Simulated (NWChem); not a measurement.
Everything below was run with NWChem. System: I₂ (-1), charge -1, spin multiplicity 2, at a geometry optimised with UB3LYP/def2-SVP with def2 effective core potentials on I. The structure started from a generated list of species. Its SCF solution wasn't tested for a lower state. Level: UPBE/def2-SVPD with def2 effective core potentials on I.

Job file:

```
start mol
memory heap 200 mb stack 900 mb global 1100 mb
charge -1
geometry units angstroms nocenter noautoz
  I      0.000000     0.000000     1.689068
  I      0.000000     0.000000    -1.689068
  symmetry group D2h
end
basis spherical
  * library def2-svpd
end
ecp
  I library def2-ecp
end
dft
  xc xpbe96 cpbe96
  odft
  mult 2
  semidirect memsize 60000000 filesize 0
  iterations 100
end
task dft energy
```

Part of the output:

```
             Northwest Computational Chemistry Package (NWChem) 7.3.0
             --------------------------------------------------------

                                NWChem Input Module
                                -------------------

 Scaling coordinates for geometry "geometry" by  1.889725989
 (inverse scale =  0.529177249)

 Turning off AUTOSYM since
 SYMMETRY directive was detected!

                             Geometry "geometry" -> ""
                             -------------------------

 Output coordinates in angstroms (scale by  1.889725989 to convert to a.u.)

  No.       Tag          Charge          X              Y              Z
 ---- ---------------- ---------- -------------- -------------- --------------
    1 I                   53.0000     0.00000000     0.00000000     1.68906800
    2 I                   53.0000     0.00000000     0.00000000    -1.68906800

 Effective nuclear repulsion energy (a.u.)     440.0234012012

            Nuclear Dipole moment (a.u.)
            ----------------------------
        X                 Y               Z
 ---------------- ---------------- ----------------
     0.0000000000     0.0000000000     0.0000000000

      Symmetry information
      --------------------

 Group name             D2h
 Group number             26
 Group order               8
 No. of unique centers     1

      Symmetry unique atoms

     1


 Summary of "ao basis" -> "" (spherical)
 ------------------------------------------------------------------------------
       Tag                 Description            Shells   Functions and Types
 ---------------- ------------------------------  ------  ---------------------
 *                         def2-svpd                  on all atoms

 Summary of "ao basis" -> "ao basis" (spherical)
 ------------------------------------------------------------------------------
       Tag                 Description            Shells   Functions and Types
 ---------------- ------------------------------  ------  ---------------------
 I                         def2-svpd                13       35   5s5p3d

 Summary of "ao basis" -> "ao basis" (spherical)
 ------------------------------------------------------------------------------
       Tag                 Description            Shells   Functions and Types
 ---------------- ------------------------------  ------  ---------------------
 I                         def2-svpd                13       35   5s5p3d

      Symmetry analysis of basis
      --------------------------

        ag         16
        au          3
        b1g         3
        b1u        16
        b2g         8
        b2u         8
        b3g         8
        b3u         8

            General Information
            -------------------
          SCF calculation type: DFT
          Wavefunction type:  spin polarized.
          No. of atoms     :     2
          No. of electrons :    51
           Alpha electrons :    26
            Beta electrons :    25
          Charge           :    -1
          Spin multiplicity:     2
          Use of symmetry is: on ; symmetry adaption is: on
          Maximum number of iterations: 100
          AO basis - number of functions:    70
                     number of shells:    26
          Convergence on energy requested:  1.00D-06
          Convergence on density requested:  1.00D-05
          Convergence on gradient requested:  5.00D-04

              XC Information
              --------------
          PerdewBurkeErnzerhof Exchange Functional  1.000
[...]
    18      0.058183  1 I  px                53      0.058183  2 I  px

 Vector   24  Occ=1.000000D+00  E=-4.579895D-02  Symmetry=b3g
              MO Center=  2.7D-31, -6.7D-19, -5.5D-16, r^2= 5.3D+00
   Bfn.  Coefficient  Atom+Function         Bfn.  Coefficient  Atom+Function
  ----- ------------  ---------------      ----- ------------  ---------------
    13      0.428831  1 I  py                48     -0.428831  2 I  py
    16      0.380549  1 I  py                51     -0.380549  2 I  py
    10     -0.174661  1 I  py                45      0.174661  2 I  py
     7     -0.141211  1 I  py                42      0.141211  2 I  py
    19      0.085552  1 I  py                54     -0.085552  2 I  py

 Vector   25  Occ=1.000000D+00  E=-4.579895D-02  Symmetry=b2g
              MO Center= -1.0D-17,  2.7D-31, -1.8D-16, r^2= 5.3D+00
   Bfn.  Coefficient  Atom+Function         Bfn.  Coefficient  Atom+Function
  ----- ------------  ---------------      ----- ------------  ---------------
    12      0.428831  1 I  px                47     -0.428831  2 I  px
    15      0.380549  1 I  px                50     -0.380549  2 I  px
     9     -0.174661  1 I  px                44      0.174661  2 I  px
     6     -0.141211  1 I  px                41      0.141211  2 I  px
    18      0.085552  1 I  px                53     -0.085552  2 I  px

 Vector   26  Occ=0.000000D+00  E=-1.264599D-02  Symmetry=b1u
              MO Center= -5.8D-16, -2.5D-16,  7.9D-15, r^2= 6.1D+00
   Bfn.  Coefficient  Atom+Function         Bfn.  Coefficient  Atom+Function
  ----- ------------  ---------------      ----- ------------  ---------------
    14      0.450526  1 I  pz                49      0.450526  2 I  pz
    17      0.410720  1 I  pz                52      0.410720  2 I  pz
    11     -0.181053  1 I  pz                46     -0.181053  2 I  pz
     8     -0.145886  1 I  pz                43     -0.145886  2 I  pz
    20      0.125611  1 I  pz                55      0.125611  2 I  pz

 Vector   27  Occ=0.000000D+00  E= 1.256202D-01  Symmetry=b1u
              MO Center= -2.6D-31,  9.1D-31, -1.4D-15, r^2= 2.7D+01
   Bfn.  Coefficient  Atom+Function         Bfn.  Coefficient  Atom+Function
  ----- ------------  ---------------      ----- ------------  ---------------
    20     -1.552924  1 I  pz                55     -1.552924  2 I  pz
     5      1.498759  1 I  s                 40     -1.498759  2 I  s
     4     -0.292564  1 I  s                 39      0.292564  2 I  s
    33      0.273160  1 I  d  0              68     -0.273160  2 I  d  0
    14      0.164820  1 I  pz                49      0.164820  2 I  pz

 Vector   28  Occ=0.000000D+00  E= 1.402232D-01  Symmetry=ag
              MO Center= -3.1D-16, -3.6D-16,  9.6D-15, r^2= 1.7D+01
   Bfn.  Coefficient  Atom+Function         Bfn.  Coefficient  Atom+Function
  ----- ------------  ---------------      ----- ------------  ---------------
     5      1.201137  1 I  s                 40      1.201137  2 I  s
     4     -0.809014  1 I  s                 39     -0.809014  2 I  s
    20      0.484287  1 I  pz                55     -0.484287  2 I  pz
    17     -0.152919  1 I  pz                52      0.152919  2 I  pz
     3     -0.115646  1 I  s                 38     -0.115646  2 I  s

   alpha - beta orbital overlaps
   -----------------------------

   alpha      1      2      3      4      5      6      7      8      9     10
    beta      1      2      3      4      5      6      7      8      9     10
 overlap   1.000  1.000  1.000  1.000  1.000  1.000  1.000  1.000  1.000  1.000

   alpha     11     12     13     14     15     16     17     18     19     20
    beta     11     12     13     14     15     16     17     18     19     20
 overlap   1.000  1.000  1.000  1.000  1.000  1.000  1.000  1.000  1.000  1.000

   alpha     21     22     23     24     25     26     27     28     29     30
    beta     21     22     23     24     25     26     27     28     29     30
 overlap   1.000  1.000  1.000  1.000  1.000  1.000  0.999  0.995  1.000  1.000

   alpha     31     32     33     34     35     36     37     38     39     40
    beta     31     32     33     37     38     36     34     35     39     40
 overlap   1.000  1.000  0.995  1.000  1.000  1.000  1.000  1.000  1.000  1.000

   alpha     41     42     43     44     45     46     47     48     49     50
    beta     41     42     43     44     45     46     47     48     50     49
 overlap   0.999  1.000  1.000  1.000  0.999  1.000  1.000  0.999  1.000  1.000

   alpha     51     52     53     54     55     56     57     58     59     60
    beta     51     52     53     54     55     56     57     58     59     60
 overlap   0.998  1.000  1.000  1.000  1.000  1.000  1.000  1.000  1.000  0.998

   alpha     61     62     63     64     65     66     67     68     69     70
    beta     61     62     63     64     65     66     67     68     69     70
 overlap   1.000  1.000  1.000  1.000  1.000  1.000  1.000  1.000  1.000  1.000

     --------------------------
     Expectation value of S2:
     --------------------------
      <S2> =      0.7512 (Exact =     0.7500)

 center of mass
 --------------
 x =   0.00000000 y =   0.00000000 z =   0.00000000

 moments of inertia (a.u.)
 ------------------
        2585.740433006102           0.000000000000           0.000000000000
           0.000000000000        2585.740433006102           0.000000000000
           0.000000000000           0.000000000000           0.000000000000

     Multipole analysis of the density
     ---------------------------------

     L   x y z        total         alpha         beta         nuclear
     -   - - -        -----         -----         ----         -------
     0   0 0 0     -1.000000    -26.000000    -25.000000     50.000000

     1   1 0 0     -0.000000     -0.000000     -0.000000      0.000000
     1   0 1 0     -0.000000     -0.000000      0.000000      0.000000
     1   0 0 1      0.000000      0.000000     -0.000000      0.000000

     2   2 0 0    -46.041503    -23.663141    -22.378362      0.000000
     2   1 1 0     -0.000000     -0.000000      0.000000      0.000000
     2   1 0 1      0.000000      0.000000     -0.000000      0.000000
     2   0 2 0    -46.041503    -23.663141    -22.378362      0.000000
     2   0 1 1      0.000000      0.000000     -0.000000      0.000000
     2   0 0 2    -56.735647   -292.491294   -273.647876    509.403523

 Task  times  cpu:        0.8s     wall:        0.8s

 Total times  cpu:        0.8s     wall:        0.8s
```
